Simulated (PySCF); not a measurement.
## Potassium: a sound run and one with changed settings

Sound run: K²⁺ [Ne] 3s2 3p5, K³⁺ [Ne] 3s2 3p4. Calculation: PySCF 2.14, in cc-pVTZ-X2C (6s5p3d1f, 43 functions); the spin-free X2C one-electron Hamiltonian (Gaussian nucleus). In the sound run the correlated levels freeze [Ne] 3s2. The sound run starts from symmetry-adapted Hartree-Fock orbitals and uses a fine grid where one is needed.

Changed run: basis STO-3G, all-electron and non-relativistic. This setting is unsound on purpose.

```csv
species,method,sound run (hartree),changed run (hartree),converged
K²⁺,UHF,-600.17093,-591.89066,yes
K²⁺,MN15,-601.01901,-591.26793,yes
K²⁺,B3LYP,-600.88942,-592.49576,yes
K²⁺,MP2,-600.21414,-591.89339,yes
K²⁺,CCSD(T),-600.22188,-591.89385,yes
K³⁺,UHF,-598.46958,-590.24609,yes
K³⁺,MN15,-599.25122,-589.56063,yes
K³⁺,B3LYP,-599.13357,-590.79770,yes
K³⁺,MP2,-598.49208,-590.24680,yes
K³⁺,CCSD(T),-598.49713,-590.24693,yes
```

Ionisation energy of K²⁺:

```csv
method,sound run (eV),changed run (eV)
UHF,46.296,44.751
MN15,48.104,46.458
B3LYP,47.779,46.207
MP2,46.860,44.806
SCS-MP2,46.866,44.806
CCSD,46.932,44.814
CCSD(T),46.933,44.815
```

A minimal basis cannot let orbitals breathe on ionisation and holds almost no correlation. The Hamiltonian changed with the basis, so the totals do not compare.

For comparison, NIST gives 45.803 eV between the lowest levels.
